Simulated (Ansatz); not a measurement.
Ansatz (a program for electronic structure) input for C₁₀H₈N₂, SMILES c1ccc(-c2ccccn2)nc1, CAM-B3LYP-D3(BJ)/def2-SVP. 

Ansatz 0.2 input:
```yaml
crystal:
  periodic: [false, false, false]
  atoms:
    - {symbol: C, position_ang: [3.21709647, 1.11988561, 0.72176881]}
    - {symbol: C, position_ang: [3.04347862, -0.05207953, 0.00423775]}
    - {symbol: C, position_ang: [1.75957843, -0.48492949, -0.27837866]}
    - {symbol: C, position_ang: [0.67537835, 0.27439832, 0.17002294]}
    - {symbol: C, position_ang: [-0.72954603, -0.10268775, -0.07707523]}
    - {symbol: C, position_ang: [-1.09865634, -1.25264642, -0.78019339]}
    - {symbol: C, position_ang: [-2.44365049, -1.52536367, -0.96021227]}
    - {symbol: C, position_ang: [-3.38401736, -0.65184111, -0.43957150]}
    - {symbol: C, position_ang: [-2.91811528, 0.46460706, 0.24278204]}
    - {symbol: N, position_ang: [-1.64256415, 0.72978251, 0.41786350]}
    - {symbol: N, position_ang: [0.85492232, 1.39942364, 0.85820597]}
    - {symbol: C, position_ang: [2.07711602, 1.80468256, 1.12259287]}
    - {symbol: H, position_ang: [4.20164206, 1.48981639, 0.96213333]}
    - {symbol: H, position_ang: [3.89711743, -0.62390596, -0.33219348]}
    - {symbol: H, position_ang: [1.61647659, -1.39593703, -0.83706430]}
    - {symbol: H, position_ang: [-0.36053828, -1.92772552, -1.18278581]}
    - {symbol: H, position_ang: [-2.75218613, -2.40968328, -1.50020269]}
    - {symbol: H, position_ang: [-4.44136537, -0.83031282, -0.55828774]}
    - {symbol: H, position_ang: [-3.60506963, 1.18328792, 0.67152105]}
    - {symbol: H, position_ang: [2.14930212, 2.72642780, 1.68603653]}
basis:
  gaussian:
    orbitals: def2-SVP
hamiltonian:
  xc: cam_b3lyp
  dispersion: d3bj
relax: {f_tol: 0.004, max_steps: 200}
```

It prints:

```
WARN ansatz: RAYON_NUM_THREADS=4 ignored (pool sized by the plan → 4); use --threads N
Functional definition: CAM-B3LYP
integrals: 0.36 GiB planned
2448 factors; integrals over basis functions are off by at most 3.1e-4 eV
integrals: 0.78 GiB planned
706 factors; integrals over basis functions are off by at most 4.0e-7 eV
mean field: 2.32 GiB planned
mean field evaluation 1: about -13455.2370 eV, gradient 5.3e1 eV
mean field evaluation 2: about -13457.8107 eV, gradient 4.6e1 eV
mean field evaluation 4: about -13462.4741 eV, gradient 3.5e0 eV
mean field evaluation 8: about -13462.5966 eV, gradient 8.2e-2 eV
mean field evaluation 16: about -13462.5966 eV, gradient 8.0e-5 eV
mean field -13462.59661373 eV, -494.7413002788 hartree, gradient 8.0e-5 eV, S^2 0.000000; 0 other end points of the search recorded, 0 dependent functions left out
the calculation of the forces begins
reference -13462.59676224 eV, -494.7413057364 hartree; 41, 41 occupied and 167, 167 virtual orbitals, 2448 factors
relax step   1: F+E_penalty+E_count = -13463.10575795 eV  Δ(F+E_penalty+E_count) = +0.000e0 eV  max|allowed force component| = 4.530e-1 eV/Å  Δτ_max = 0.0000 Å  (30 SCF iters, accepted)
these checks for a lower state are left out or cut short: starts, cluster_reference, orbital_swaps, neighbouring_geometries, increment
integrals: 0.36 GiB planned
2448 factors; integrals over basis functions are off by at most 3.9e-4 eV
integrals: 0.78 GiB planned
706 factors; integrals over basis functions are off by at most 4.0e-7 eV
mean field: 2.32 GiB planned
mean field -13462.64954506 eV, -494.7432454695 hartree, gradient 1.1e-5 eV, S^2 0.000000; 0 other end points of the search recorded, 0 dependent functions left out
the calculation of the forces begins
reference -13462.64969451 eV, -494.7432509615 hartree; 41, 41 occupied and 167, 167 virtual orbitals, 2448 factors
relax step   2: F+E_penalty+E_count = -13463.15710918 eV  Δ(F+E_penalty+E_count) = -5.135e-2 eV  max|allowed force component| = 2.504e-1 eV/Å  Δτ_max = 0.0652 Å  (34 SCF iters, accepted)
these checks for a lower state are left out or cut short: starts, cluster_reference, orbital_swaps, neighbouring_geometries, increment
integrals: 0.36 GiB planned
2448 factors; integrals over basis functions are off by at most 4.6e-4 eV
integrals: 0.78 GiB planned
706 factors; integrals over basis functions are off by at most 4.0e-7 eV
mean field: 2.32 GiB planned
mean field -13462.65369021 eV, -494.7433978007 hartree, gradient 1.1e-5 eV, S^2 0.000000; 0 other end points of the search recorded, 0 dependent functions left out
the calculation of the forces begins
reference -13462.65383977 eV, -494.7434032971 hartree; 41, 41 occupied and 167, 167 virtual orbitals, 2448 factors
relax step   3: F+E_penalty+E_count = -13463.16074400 eV  Δ(F+E_penalty+E_count) = -3.635e-3 eV  max|allowed force component| = 2.205e-1 eV/Å  Δτ_max = 0.0307 Å  (35 SCF iters, accepted)
these checks for a lower state are left out or cut short: starts, cluster_reference, orbital_swaps, neighbouring_geometries, increment
integrals: 0.36 GiB planned
2448 factors; integrals over basis functions are off by at most 4.5e-4 eV
integrals: 0.78 GiB planned
706 factors; integrals over basis functions are off by at most 4.0e-7 eV
mean field: 2.31 GiB planned
mean field evaluation 32: about -13462.5599 eV, gradient 5.6e-1 eV
mean field -13462.65439531 eV, -494.7434237129 hartree, gradient 1.9e-5 eV, S^2 0.000000; 0 other end points of the search recorded, 0 dependent functions left out
the calculation of the forces begins
reference -13462.65454492 eV, -494.7434292107 hartree; 41, 41 occupied and 167, 167 virtual orbitals, 2448 factors
relax step   4: F+E_penalty+E_count = -13463.16146971 eV  Δ(F+E_penalty+E_count) = -7.257e-4 eV  max|allowed force component| = 5.248e-2 eV/Å  Δτ_max = 0.0042 Å  (29 SCF iters, accepted)
these checks for a lower state are left out or cut short: starts, cluster_reference, orbital_swaps, neighbouring_geometries, increment
integrals: 0.36 GiB planned
2448 factors; integrals over basis functions are off by at most 4.5e-4 eV
integrals: 0.78 GiB planned
706 factors; integrals over basis functions are off by at most 4.0e-7 eV
mean field: 2.31 GiB planned
mean field -13462.65453296 eV, -494.7434287712 hartree, gradient 1.9e-5 eV, S^2 0.000000; 0 other end points of the search recorded, 0 dependent functions left out
the calculation of the forces begins
reference -13462.65468256 eV, -494.7434342690 hartree; 41, 41 occupied and 167, 167 virtual orbitals, 2448 factors
relax step   5: F+E_penalty+E_count = -13463.16162080 eV  Δ(F+E_penalty+E_count) = -1.511e-4 eV  max|allowed force component| = 5.393e-3 eV/Å  Δτ_max = 0.0024 Å  (29 SCF iters, accepted)
these checks for a lower state are left out or cut short: starts, cluster_reference, orbital_swaps, neighbouring_geometries, increment
integrals: 0.36 GiB planned
2448 factors; integrals over basis functions are off by at most 4.5e-4 eV
integrals: 0.78 GiB planned
706 factors; integrals over basis functions are off by at most 4.0e-7 eV
mean field: 2.31 GiB planned
mean field -13462.65454676 eV, -494.7434292785 hartree, gradient 2.4e-5 eV, S^2 0.000000; 0 other end points of the search recorded, 0 dependent functions left out
the calculation of the forces begins
reference -13462.65469637 eV, -494.7434347765 hartree; 41, 41 occupied and 167, 167 virtual orbitals, 2448 factors
relax step   6: F+E_penalty+E_count = -13463.16162474 eV  Δ(F+E_penalty+E_count) = -3.946e-6 eV  max|allowed force component| = 3.107e-3 eV/Å  Δτ_max = 0.0027 Å  (27 SCF iters, accepted)
integrals: 0.36 GiB planned
2448 factors; integrals over basis functions are off by at most 4.5e-4 eV
integrals: 0.78 GiB planned
706 factors; integrals over basis functions are off by at most 4.0e-7 eV
mean field: 2.31 GiB planned
mean field evaluation 64: about -13462.6545 eV, gradient 1.4e-3 eV
mean field -13462.65454676 eV, -494.7434292785 hartree, gradient 2.4e-5 eV, S^2 0.000000; 1 other end points of the search recorded, 0 dependent functions left out
the calculation of the forces begins
reference -13462.65469637 eV, -494.7434347765 hartree; 41, 41 occupied and 167, 167 virtual orbitals, 2448 factors
Total energy: -13463.16177435 eV, -494.7620695487 hartree
Atom 0 at     3.249693     1.107742     0.713382 Å, force    -0.000725     0.001734    -0.001461 eV/Å
Atom 1 at     3.043530    -0.062734    -0.005982 Å, force     0.000209    -0.001287     0.001522 eV/Å
Atom 2 at     1.741487    -0.468414    -0.269654 Å, force    -0.000347     0.000602    -0.001387 eV/Å
Atom 3 at     0.673702     0.311058     0.195061 Å, force     0.000014    -0.001463     0.003107 eV/Å
Atom 4 at    -0.753942    -0.072226    -0.055944 Å, force    -0.000214     0.001999    -0.002764 eV/Å
Atom 5 at    -1.094777    -1.232862    -0.763373 Å, force     0.000396    -0.000782     0.001369 eV/Å
Atom 6 at    -2.435207    -1.536178    -0.965019 Å, force     0.000015     0.000920    -0.002242 eV/Å
Atom 7 at    -3.401928    -0.676886    -0.457999 Å, force     0.000161    -0.000602     0.002921 eV/Å
Atom 8 at    -2.966663     0.452590     0.232524 Å, force     0.000461     0.000847    -0.002208 eV/Å
Atom 9 at    -1.689904     0.745386     0.426625 Å, force    -0.000820    -0.002358     0.002532 eV/Å
Atom 10 at     0.882944     1.432854     0.884393 Å, force     0.001083     0.001446    -0.002598 eV/Å
Atom 11 at     2.125686     1.816347     1.133478 Å, force    -0.000132    -0.001463     0.001247 eV/Å
Atom 12 at     4.253392     1.467356     0.945742 Å, force    -0.000106     0.000458    -0.000686 eV/Å
Atom 13 at     3.887454    -0.658179    -0.360796 Å, force    -0.000106    -0.000347     0.000200 eV/Å
Atom 14 at     1.568847    -1.384180    -0.832691 Å, force     0.000504     0.000510    -0.000744 eV/Å
Atom 15 at    -0.329134    -1.899662    -1.156582 Å, force    -0.000442    -0.000735     0.000728 eV/Å
Atom 16 at    -2.718597    -2.436745    -1.513949 Å, force     0.000199     0.000209    -0.000527 eV/Å
Atom 17 at    -4.467313    -0.871911    -0.590835 Å, force     0.000065    -0.000402     0.000851 eV/Å
Atom 18 at    -3.696017     1.156405     0.649777 Å, force    -0.000366     0.000992    -0.001142 eV/Å
Atom 19 at     2.243148     2.745439     1.703041 Å, force     0.000151    -0.000279     0.001281 eV/Å
Dipole moment:     0.195642    -0.522151    -0.315433 e Å
```

Self-consistency was reached.
